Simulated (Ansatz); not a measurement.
Ansatz (an electronic-structure program) input:

Ansatz 0.2 input:
```yaml
crystal:
  periodic: [false, false, false]
  atoms:
    - {symbol: C, position_ang: [2.53298170, -0.59376245, 0.13118558]}
    - {symbol: C, position_ang: [1.17037312, -0.04312065, -0.09597851]}
    - {symbol: C, position_ang: [0.70750739, 1.04047207, -0.78030251]}
    - {symbol: C, position_ang: [-0.69704127, 1.14332660, -0.69973008]}
    - {symbol: C, position_ang: [-1.10014942, 0.07031666, 0.07004983]}
    - {symbol: N, position_ang: [0.02743862, -0.63309673, 0.42581128]}
    - {symbol: C, position_ang: [-2.46145257, -0.35284147, 0.50222335]}
    - {symbol: H, position_ang: [2.63489185, -1.60942945, -0.26292008]}
    - {symbol: H, position_ang: [2.79074293, -0.62263462, 1.19420485]}
    - {symbol: H, position_ang: [3.26746122, 0.03288932, -0.37175423]}
    - {symbol: H, position_ang: [-1.34322307, 1.88676055, -1.13408449]}
    - {symbol: H, position_ang: [0.02348699, -1.46581572, 0.99016828]}
    - {symbol: H, position_ang: [-2.71486996, -1.35199471, 0.13496127]}
    - {symbol: H, position_ang: [-3.20485194, 0.34077726, 0.11200302]}
    - {symbol: H, position_ang: [-2.55902208, -0.36522010, 1.59205635]}
basis:
  gaussian:
    orbitals: def2-TZVP
hamiltonian:
  xc: b3lyp
  dispersion: d3bj
magnetization: {spin_polarized: true, initial_magnetization: 1}
phonons: {temperatures: {t_min: 298.15, t_max: 298.15, t_step: 100}}
```

**Question.** Predict the final energy.

**Answer.** -288.24275 Eh (B3LYP-D3(BJ)/def2-TZVP). The basis has 265 functions.

It need not be the lowest isomer of its formula.
